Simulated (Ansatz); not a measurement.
`OB1OCS1`, 8 atoms. Total charge 0; spin multiplicity 1. All runs use 2 threads of an Arm Neoverse V2 on a shared host. Correlated methods freeze the cores.

**Question.** How many basis functions does each run have, and how long does it take in Ansatz? RKS ωB97M-V/def2-QZVPP energy; RKS HSE06 (plane-wave form)-D4/def2-TZVPP energy; RHF-CCSD(T)/def2-TZVPP energy; RKS PBE0-D4/def2-TZVP frequencies; RKS CAM-B3LYP-D4/def2-TZVPP energy; RKS BHLYP-D4/def2-TZVPP energy; RHF-MP2/def2-QZVPP energy; direct RPA on PBE orbitals/def2-TZVPP energy; RKS PBE0-D4/def2-QZVPP energy; RKS PBE0-D4/def2-SVP energy; RKS PBE0-D4/def2-TZVP relaxation (6 steps); RHF-CCSD(T)/def2-SVP energy. (Estimate.)

**Answer.** Computed: Other jobs shared the machine, so times are rough.

```tsv
level	job	functions	wall time	peak host memory (GiB)
RKS PBE0-D4/def2-SVP	energy	89	0.95 s	0.17
RKS BHLYP-D4/def2-TZVPP	energy	208	3 s	0.44
RKS HSE06 (plane-wave form)-D4/def2-TZVPP	energy	208	3.1 s	0.44
RKS CAM-B3LYP-D4/def2-TZVPP	energy	208	3.2 s	0.47
RHF-CCSD(T)/def2-SVP	energy	89	3.3 s	0.3
direct RPA on PBE orbitals/def2-TZVPP	energy	208	5.5 s	0.44
RKS PBE0-D4/def2-QZVPP	energy	388	8 s	1.1
RHF-MP2/def2-QZVPP	energy	388	20 s	1.9
RKS ωB97M-V/def2-QZVPP	energy	388	20 s	1.2
RKS PBE0-D4/def2-TZVP	relaxation (6 steps)	179	24 s	0.39
RHF-CCSD(T)/def2-TZVPP	energy	208	88 s	2.9
RKS PBE0-D4/def2-TZVP	frequencies	179	110 s	0.39
```
